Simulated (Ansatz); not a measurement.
`OC[SiH2][TeH]` + CH₃OH → `COCO` + `[SiH3][TeH]`  (substitution at a C–Si bond)

Calculated with Ansatz (gas phase, PBE0-D4/def2-TZVP geometries, no zero-point term in ΔE). CBS: MP2 limit from def2 TZ/QZ plus the TZ coupled-cluster correction, frozen cores. This one scheme is used for every species. Functionals use def2-TZVPP. B3LYP here is the variant with VWN-RPA as its local correlation; programs differ in this. def2 core potentials past Kr. For Te outer-core shells are correlated without core-valence functions, which leaves a few kJ/mol of doubt a bond. One conformer a species, not always the lowest.

`OC[SiH2][TeH]`:

Z-matrix (Å, degrees):
```
C
Si 1 1.894
O 1 1.414 2 114.1
H 1 1.102 2 108.4 3 125.3
H 1 1.093 2 109.3 3 -119.2
Te 2 2.490 1 114.0 3 61.1
H 2 1.490 1 108.5 3 -54.3
H 2 1.488 1 109.4 3 -173.6
H 3 0.960 1 108.8 2 55.6
H 6 1.658 2 91.5 1 68.0
```

CH₃OH:

Cartesian coordinates in Å:
```
C 0.335 0.041 0.114
O -0.890 -0.622 -0.102
H 0.987 -0.656 0.641
H 0.222 0.938 0.735
H 0.828 0.325 -0.825
H -1.482 -0.025 -0.564
```

`COCO`:

Z-matrix (Å, degrees):
```
C
O 1 1.410
H 1 1.090 2 107.2
H 1 1.098 2 110.9 3 118.9
H 1 1.094 2 111.6 3 -119.7
C 2 1.391 1 113.3 3 -179.1
O 6 1.398 2 113.5 1 -67.9
H 6 1.095 2 105.4 1 169.5
H 6 1.097 2 111.0 1 50.4
H 7 0.962 6 108.0 2 -64.4
```

`[SiH3][TeH]`:

```xyz
6

Si   -0.581    0.285   -0.046
Te    1.391   -1.025   -0.829
H    -0.197    1.665    0.342
H    -1.499    0.327   -1.211
H    -1.251   -0.378    1.100
H     2.138   -0.874    0.644
```

```tsv
level	ΔE (kcal/mol)	difference from CCSD(T)/CBS
r2SCAN-D4	1.9	-1.2
PBE0-D4	2.7	-0.4
B3LYP-D4	2.2	-0.9
ωB97M-V	2.1	-1.0
B2PLYP	1.4	-1.7
PBE	2.4	-0.7
r2SCAN	1.7	-1.4
PBE0	2.1	-1.0
B3LYP	1.1	-2.0
HF/def2-TZVPP	-1.6	-4.7
SCS-MP2/def2-TZVPP	1.6	-1.5
CCSD/def2-TZVPP	1.4	-1.7
HF/def2-QZVPP	-1.5	-4.6
MP2/def2-QZVPP	3.6	0.5
SCS-MP2/def2-QZVPP	2.6	-0.5
HF/CBS(def2)	-1.5	-4.6
CCSD(T)/CBS	3.1	0
```

Largest T1 diagnostic among the species: 0.011.

The D4 term adds +1.0 kcal/mol with B3LYP and +0.6 kcal/mol with PBE0; it sums over pairs of atoms, weighted by their polarisabilities, and B3LYP, whose exchange is more repulsive, gets the larger term. In def2-TZVPP, CCSD(T) changes the Hartree–Fock value by +3.2 kcal/mol (the triples alone add +0.2 kcal/mol) and MP2 by +4.3 kcal/mol.
